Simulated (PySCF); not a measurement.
C₃H₁₂O₄Si₂, SMILES O[Si](O)(C[Si](O)(C)O)C, GFN2-xTB optimised geometry.

```
21

Si    -0.40    -0.93     0.00
C     -1.12    -1.75    -1.56
O     -0.79     0.68     0.00
O      1.23    -0.93     0.00
C     -0.93    -1.78     1.60
Si    -0.39    -0.77     3.12
C      1.45    -1.04     3.50
O     -0.70     0.83     2.91
O     -1.35    -1.23     4.35
H     -0.86    -1.18    -2.45
H     -0.73    -2.75    -1.69
H     -2.20    -1.82    -1.51
H     -1.70     0.93    -0.02
H      1.70    -0.36    -0.60
H     -0.51    -2.77     1.65
H     -2.01    -1.90     1.61
H      2.04    -1.00     2.59
H      1.62    -2.01     3.95
H      1.83    -0.29     4.18
H     -0.44     1.21     2.07
H     -1.44    -0.65     5.10
```

Density from PBE0/def2-SVP in PySCF at that geometry.

Minimum of the electron density along straight lines between bonded atoms, close to the bond critical point (lines longer than 1.1 times the sum of covalent radii, or with two minima, are not listed):

| bond | length / Å | ρ at the minimum / e bohr⁻³ | ∇²ρ there / e bohr⁻⁵ | position (fraction from the first atom) |
|---|---|---|---|---|
| Si1–C2 | 1.902 | 0.113 | 0.31 | 0.38 |
| Si1–O3 | 1.653 | 0.122 | 0.99 | 0.41 |
| Si1–O4 | 1.628 | 0.130 | 1.09 | 0.41 |
| Si1–C5 | 1.889 | 0.114 | 0.32 | 0.38 |
| C5–Si6 | 1.899 | 0.111 | 0.32 | 0.62 |
| Si6–C7 | 1.900 | 0.113 | 0.31 | 0.38 |
| Si6–O8 | 1.640 | 0.127 | 1.02 | 0.41 |
| Si6–O9 | 1.632 | 0.129 | 1.06 | 0.41 |
| C2–H10 | 1.086 | 0.271 | -0.96 | 0.62 |
| C2–H11 | 1.084 | 0.272 | -0.97 | 0.62 |
| C2–H12 | 1.085 | 0.271 | -0.96 | 0.62 |
| O3–H13 | 0.953 | 0.358 | -2.46 | 0.82 |
| O4–H14 | 0.954 | 0.356 | -2.47 | 0.82 |
| C5–H15 | 1.085 | 0.268 | -0.93 | 0.62 |
| C5–H16 | 1.088 | 0.266 | -0.92 | 0.62 |
| C7–H17 | 1.085 | 0.273 | -0.98 | 0.63 |
| C7–H18 | 1.085 | 0.271 | -0.96 | 0.62 |
| C7–H19 | 1.087 | 0.270 | -0.96 | 0.62 |
| O8–H20 | 0.956 | 0.352 | -2.53 | 0.82 |
| O9–H21 | 0.953 | 0.357 | -2.44 | 0.82 |
